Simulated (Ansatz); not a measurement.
A CCSD(T) single point on C₂H₅FGeO (`F[CH2][GeH]1[CH2][O]1`).

```yaml
crystal:
  periodic: [false, false, false]
  atoms:
    - {symbol: F, position_ang: [-2.548001, 0.041316, 0.583075]}
    - {symbol: C, position_ang: [-1.337135, 0.710128, 0.575157]}
    - {symbol: Ge, position_ang: [-0.087063, -0.134087, -0.684912]}
    - {symbol: C, position_ang: [1.549593, -0.871774, -0.065169]}
    - {symbol: O, position_ang: [1.599484, 0.517257, -0.380752]}
    - {symbol: H, position_ang: [-0.904434, 0.681414, 1.577858]}
    - {symbol: H, position_ang: [-1.517088, 1.751007, 0.294418]}
    - {symbol: H, position_ang: [-0.467265, -0.119427, -2.165427]}
    - {symbol: H, position_ang: [2.132154, -1.515999, -0.724086]}
    - {symbol: H, position_ang: [1.662956, -1.110935, 0.992839]}
basis:
  gaussian: {orbitals: def2-TZVPP}
correlation: {method: ccsd_t}
output: {orbitals: {seedname: orbitals}}
```

```sh
$ ansatz run in.yaml --threads 4 --pin off --events-out ev --progress --plain
```

Log, shortened:

```
Functional definition: HF
1495 factors; integrals over basis functions are off by at most 1.2e-3 eV
mean field evaluation 1: about -63353.4040 eV, gradient 4.2e1 eV
mean field evaluation 2: about -63353.6540 eV, gradient 4.3e1 eV
mean field evaluation 4: about -63357.5960 eV, gradient 4.8e0 eV
mean field evaluation 8: about -63357.6716 eV, gradient 4.3e-1 eV
mean field evaluation 16: about -63357.6728 eV, gradient 1.6e-6 eV
mean field -63357.67279410 eV, -2328.3515298100 hartree, gradient 1.6e-6 eV, S^2 0.000000; 0 other end points of the search recorded, 0 dependent functions left out
13 core orbitals not correlated: weight in the atoms' cores, before any rotation towards them, 1.000 or more for the frozen orbitals, at most 0.000 for the correlated occupied ones
reference -63357.67279410 eV, -2328.3515298100 hartree; 20, 20 occupied and 209, 209 virtual orbitals, 1495 factors
second order -29.41218198 eV of doubles, -0.00000000 eV of singles
cycle   1  -28.99229776 eV  change    4.2e-1 eV  update   1.3e-1
cycle   2  -29.77121472 eV  change   -7.8e-1 eV  update   4.2e-2
cycle   3  -29.95734493 eV  change   -1.9e-1 eV  update   2.3e-2
cycle   4  -29.94183774 eV  change    1.6e-2 eV  update   6.2e-3
cycle   5  -29.93727163 eV  change    4.6e-3 eV  update   3.4e-3
cycle   6  -29.94006191 eV  change   -2.8e-3 eV  update   1.3e-3
cycle   7  -29.93970734 eV  change    3.5e-4 eV  update   5.2e-4
cycle   8  -29.93940612 eV  change    3.0e-4 eV  update   1.5e-4
cycle   9  -29.93946785 eV  change   -6.2e-5 eV  update   5.7e-5
cycle  10  -29.93948005 eV  change   -1.2e-5 eV  update   2.0e-5
perturbative correction -1.17778749 eV, -0.0432828919 hartree
Total energy: -63388.79006163 eV, -2329.4950682999 hartree
```

It took 3.4 min on 4 threads of a server CPU on a shared host, with 5.1 GiB of host memory at the peak.

Correlation energy per correlated electron: -0.778 eV. T1 diagnostic: 0.0137.
